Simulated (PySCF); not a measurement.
# Orbital energies and ionisation energy

H8O4Si4.
Structure used (PBE0-D3(BJ)/def2-SVP), in Å, numbered top down from 1:
```
atom  x, y, z in Å
O1    -0.588   -1.744    0.543
Si2    0.963   -1.739    1.094
O3     1.802   -0.475    0.452
Si4    2.031    0.981   -0.281
O5     0.587    1.717   -0.575
Si6   -1.046    1.908   -0.662
O7    -1.809    0.467   -0.438
Si8   -1.954   -1.150   -0.160
H9     1.618   -3.002    0.669
H10    0.946   -1.603    2.575
H11    2.725    0.758   -1.576
H12    2.829    1.849    0.623
H13   -1.389    2.426   -2.012
H14   -1.478    2.846    0.407
H15   -2.163   -1.846   -1.458
H16   -3.097   -1.366    0.764
```

Level: wB97X-D/def2-SVPD (PySCF). Frontier orbitals with their largest atomic shares (Löwdin; up to four atoms above 4 %):

```tsv
orbital	ε (eV)	main atoms
HOMO−3	-11.53	O5 24 %, O7 23 %, O3 23 %, O1 22 %
HOMO−2	-10.60	Si2 12 %, Si6 12 %, O3 10 %, O7 10 %
HOMO−1	-10.60	Si8 12 %, Si4 12 %, O1 10 %, O5 10 %
HOMO	-10.19	?
LUMO	1.72	Si6 18 %, Si4 18 %, Si8 17 %, Si2 17 %
LUMO+1	2.13	Si8 15 %, Si4 14 %, Si6 10 %, Si2 10 %
LUMO+2	2.13	Si2 15 %, Si6 14 %, Si8 10 %, Si4 10 %
```

Question: What vertical ionisation energy does ΔSCF give, and how far is −ε(HOMO) from it?

Answer: ΔSCF: 10.37 eV (1001 kJ/mol; threshold wavelength 120 nm); ⟨S²⟩ of the doublet left behind is 0.755, against 0.75 for a pure doublet. −ε(HOMO) is 10.19 eV, 0.18 eV below it. In exact Kohn–Sham theory the two would be equal; wB97X-D (range-separated hybrid) comes within 0.18 eV of that here. Holes in the HOMO−1 and HOMO−2 were tried too where these lie within 1.2 eV of the HOMO; the lowest converged state counts.

Question: On which atoms does the HOMO lie?

Answer: O5 (siloxane oxygen) 8 %, O7 (siloxane oxygen) 8 %, O3 (siloxane oxygen) 8 %, O1 (siloxane oxygen) 8 %, so no atom holds as much as 40 %. The HOMO−1 lies 0.41 eV lower.

Question: What kinetic energy would electrons from this vertical process carry with He II light (40.814 eV)?

Answer: 40.81 − 10.37 = 30.44 eV.

Question: How many of the 10 lowest singlet excitations (vertical TDDFT, same level) lie below the ionisation energy?

Answer: All 10; they run from 7.74 to 8.70 eV.

Isolated species at its PBE0-D3(BJ)/def2-SVP geometry (one conformer only).
